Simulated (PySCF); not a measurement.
## (CF3)3CH: 4 charge schemes on one density

Compound: (CF3)3CH, C4HF9.
Numbering: `[F:1][C:2]([F:3])([F:4])[CH:5]([C:6]([F:7])([F:8])[F:9])[C:10]([F:11])([F:12])[F:13]` (hydrogens: H14 on C5)

Structure used (GFN2-xTB), in Å, numbered top down from 1:
```
atom  x, y, z in Å
F1    -0.4355    0.9061    1.8389
C2    -0.3631    1.3010    0.5740
F3     0.5235    2.2929    0.5098
F4    -1.5451    1.8188    0.2438
C5     0.0230    0.1570   -0.3866
C6    -1.0537   -0.9479   -0.3842
F7    -0.7248   -1.9361   -1.2141
F8    -2.2240   -0.4688   -0.8027
F9    -1.2417   -1.4770    0.8182
C10    1.4078   -0.4211   -0.0279
F11    1.4348   -0.9735    1.1784
F12    1.7756   -1.3513   -0.9075
F13    2.3416    0.5280   -0.0601
H14    0.0809    0.5715   -1.4020
```

Density: PBE0/pcSseg-1 (PySCF); schemes: Mulliken, IAO, Hirshfeld and ESP-fitted. Geometry: GFN2-xTB; no solvent, vibrations or thermal averaging. GFN2-xTB frequencies show an imaginary mode (31i cm⁻¹), so this geometry is no minimum at that level.

Problem. For which atoms does the sign change between the 4 schemes (beyond +0.03 e in one, beyond −0.03 e in another)?

Solution. For none.

Problem. Which atoms carry the highest charge in the Mulliken, IAO, Hirshfeld and ESP-fitted schemes?

Solution. All schemes pick atoms of one kind: Mulliken C6 and C10 (+0.856); IAO C2, C6 and C10 (+0.814); Hirshfeld C2, C6 and C10 (+0.256); ESP-fitted C2 (+0.575).

Problem. At which atom do the 4 schemes differ most?

Solution. At C6 and C10: from +0.256 (Hirshfeld) to +0.856 e (Mulliken), 0.600 e apart.

Problem. Give the atomic charges in each scheme.

Solution. In e:

```json
{"atom": "F1", "environment": "fluorine of a CF3 group", "Mulliken": "-0.239", "IAO": "-0.260", "Hirshfeld": "-0.081", "ESP-fitted": "-0.150"}
{"atom": "C2", "environment": "CF3 carbon", "Mulliken": "+0.855", "IAO": "+0.814", "Hirshfeld": "+0.256", "ESP-fitted": "+0.575"}
{"atom": "F3", "environment": "fluorine of a CF3 group", "Mulliken": "-0.248", "IAO": "-0.268", "Hirshfeld": "-0.083", "ESP-fitted": "-0.166"}
{"atom": "F4", "environment": "fluorine of a CF3 group", "Mulliken": "-0.248", "IAO": "-0.268", "Hirshfeld": "-0.083", "ESP-fitted": "-0.165"}
{"atom": "C5", "environment": "sp3 CH carbon", "Mulliken": "-0.571", "IAO": "-0.264", "Hirshfeld": "-0.096", "ESP-fitted": "-0.540"}
{"atom": "C6", "environment": "CF3 carbon", "Mulliken": "+0.856", "IAO": "+0.814", "Hirshfeld": "+0.256", "ESP-fitted": "+0.553"}
{"atom": "F7", "environment": "fluorine of a CF3 group", "Mulliken": "-0.248", "IAO": "-0.267", "Hirshfeld": "-0.083", "ESP-fitted": "-0.159"}
{"atom": "F8", "environment": "fluorine of a CF3 group", "Mulliken": "-0.249", "IAO": "-0.268", "Hirshfeld": "-0.084", "ESP-fitted": "-0.162"}
{"atom": "F9", "environment": "fluorine of a CF3 group", "Mulliken": "-0.239", "IAO": "-0.261", "Hirshfeld": "-0.081", "ESP-fitted": "-0.145"}
{"atom": "C10", "environment": "CF3 carbon", "Mulliken": "+0.856", "IAO": "+0.814", "Hirshfeld": "+0.256", "ESP-fitted": "+0.556"}
{"atom": "F11", "environment": "fluorine of a CF3 group", "Mulliken": "-0.239", "IAO": "-0.261", "Hirshfeld": "-0.081", "ESP-fitted": "-0.146"}
{"atom": "F12", "environment": "fluorine of a CF3 group", "Mulliken": "-0.248", "IAO": "-0.268", "Hirshfeld": "-0.084", "ESP-fitted": "-0.161"}
{"atom": "F13", "environment": "fluorine of a CF3 group", "Mulliken": "-0.248", "IAO": "-0.268", "Hirshfeld": "-0.083", "ESP-fitted": "-0.161"}
{"atom": "H14", "environment": "methine hydrogen", "Mulliken": "+0.210", "IAO": "+0.209", "Hirshfeld": "+0.070", "ESP-fitted": "+0.272"}
```

Mean size of the charges over all atoms: Mulliken 0.397 e, IAO 0.379 e, ESP-fitted 0.279 e, Hirshfeld 0.120 e. Each set sums to the total charge, 0, to within 0.001 e. The Hirshfeld scheme divides the density at each point in proportion to the densities of the neutral, spherically averaged free atoms. The Mulliken scheme gives each basis function's population to the atom it is centred on and halves the overlap population of two atoms between them.

Problem. Sum the charges by element, for elements with more than one atom.

Solution. 
```tsv
element	atoms	Mulliken	IAO	Hirshfeld	ESP-fitted
F	9	-2.206	-2.387	-0.741	-1.415
C	4	+1.996	+2.177	+0.671	+1.143
```

Problem. How many electrons does the ESP-fitted scheme count on F4?

Solution. Z − q = 9 − (-0.165) = 9.165.
